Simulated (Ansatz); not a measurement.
Cost and result for the atomization energy of Br2In, SMILES `[Br][In][Br]` radical (3 atoms, 2 bonds).

Total charge 0; spin multiplicity 2. Correlated methods include outer-core shells of Br, In, which these sets cover unevenly. Scalar relativity is left out up to krypton. In: def2 effective core potential. The geometry is a stationary point of PBE0-D4/def2-TZVP. Program: Ansatz. All runs use 4 threads of an Intel Xeon Platinum 8488C on a shared host. Times are those of one run each, without the atoms' runs, and a repeat can differ threefold. Electronic energies, without spin–orbit coupling; frozen cores. CCSD(T)/CBS adds CCSD(T) − MP2 in def2-TZVPP to the MP2 limit, and its time is that of the two runs behind it. T1 = 0.014; ⟨S²⟩ of the reference is 0.76. With those shells the extrapolation isn't a true limit.

CCSD(T)/CBS is a level of theory with its own doubt, some kJ/mol a heavy atom from the limit and from the frozen cores, so smaller differences don't rank the functionals.

| level | functions | wall time | atomization (kcal/mol) | difference from CCSD(T)/CBS | per bond |
| --- | --- | --- | --- | --- | --- |
| revPBE-D4/def2-TZVPP | 146 | 1.1 s | 132.5 | -5.1 | -2.6 |
| LDA (SPW92)/def2-TZVPP | 146 | 1.8 s | 160.3 | 22.7 | 11.3 |
| PBE-D4/def2-TZVPP (with forces) | 146 | 2.3 s | 139.3 | 1.7 | 0.8 |
| PBE-QIDH/def2-TZVPP | 146 | 3.1 s | 136.4 | -1.2 | -0.6 |
| B2PLYP/def2-TZVPP | 146 | 3.2 s | 129.6 | -8.0 | -4.0 |
| BLYP-D4/def2-TZVPP | 146 | 3.4 s | 130.1 | -7.5 | -3.8 |
| r2SCANh-D4/def2-TZVPP | 146 | 4 s | 139.3 | 1.7 | 0.8 |
| CCSD(T)/def2-SVP | 90 | 4.2 s | 121.7 | -15.9 | -8.0 |
| ωB97X-V/def2-TZVPP | 146 | 6.5 s | 134.7 | -2.9 | -1.5 |
| MP2/def2-QZVPP | 260 | 7.5 s | 139.6 | 2.0 | 1.0 |
| ωB97M-V/def2-TZVPP (with forces) | 146 | 8.5 s | 131.7 | -5.9 | -3.0 |
| CCSD(T)/def2-TZVPP | 146 | 21 s | 129.3 | -8.3 | -4.2 |
| CCSD(T)/CBS(def2) | – | 29 s | 137.6 | 0.0 | 0.0 |

From BLYP to BHLYP (50 % exact exchange), in def2-TZVPP and without D4, the atomization energy moves by −1.6 kcal/mol: exact exchange takes away binding that semilocal exchange gives to molecules. The D4 term adds +3.7 kcal/mol with B3LYP and +1.9 kcal/mol with PBE0; it sums over pairs of atoms, weighted by their polarisabilities, and B3LYP, whose exchange is more repulsive, gets the larger term. At CCSD(T), def2-SVP lies −15.9 kcal/mol from the extrapolated value and def2-TZVPP −8.3 kcal/mol: correlation converges slowly with the basis, and small sets miss more of it in the bonded molecule than in its fragments.

B3LYP here is the variant with VWN-RPA as its local correlation; programs differ in this.

Spin–orbit coupling would lower the free In atoms strongly, and the atomization energy with them, by more than many differences here.
